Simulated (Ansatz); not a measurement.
`OB(S)Cl` + SiH₄ → `OB([SiH3])Cl` + H₂S  (formal exchange of groups at a B–S bond)

Isolated molecules relaxed with PBE0-D4/def2-TZVP in Ansatz; ΔE leaves out vibrations. CBS: MP2 limit from def2 TZ/QZ plus the TZ coupled-cluster correction, frozen cores. This one scheme is used for every species. DFT in def2-TZVPP. B3LYP here is the variant with VWN-RPA as its local correlation; programs differ in this. Each species was taken in one conformer, which may not be the lowest.

Question: Is it downhill or uphill in electronic energy at CCSD(T)/CBS, and by how much? (An estimate is asked.)

Answer: The calculation gave: Uphill: ΔE = +18.8 kcal/mol.

Question: What do these levels give: LDA (SPW92), r2SCAN-D4, B3LYP-D4, BHLYP-D4, ωB97X-V, BLYP, BHLYP, CAM-B3LYP, LC-ωPBE, CCSD/def2-SVP, CCSD(T)/def2-SVP, HF/CBS(def2)? (An estimate is asked.)

Answer: The calculation gave: LDA (SPW92) 18.9, r2SCAN-D4 19.9, B3LYP-D4 19.0, BHLYP-D4 19.7, ωB97X-V 19.0, BLYP 18.3, BHLYP 19.8, CAM-B3LYP 19.2, LC-ωPBE 18.9, CCSD/def2-SVP 21.0, CCSD(T)/def2-SVP 21.0, HF/CBS(def2) 20.1 kcal/mol.

Question: What do rigid-rotor, harmonic-oscillator terms from PBE0-D4/def2-TZVP frequencies (298.15 K, 1 bar) make of the CCSD(T)/CBS value? (Best estimate.)

Answer: Computed: ΔZPE = -0.7 kcal/mol, ΔH = +18.6 kcal/mol, ΔS = 27 J/(mol·K), ΔG = +16.7 kcal/mol.

Largest T1 diagnostic among the species: 0.013.

At CCSD(T), def2-SVP lies +2.3 kcal/mol from the extrapolated value and def2-TZVPP +0.3 kcal/mol. Leaving LDA and LC-ωPBE aside and taking each functional with its dispersion term where it has one, the values, not all of them listed here, spread over 2.0 kcal/mol, from PBE-D4 to B97M-V. LDA lies +0.9 kcal/mol from PBE without D4. From BLYP to BHLYP (50 % exact exchange), in def2-TZVPP and without D4, ΔE moves by +1.5 kcal/mol.
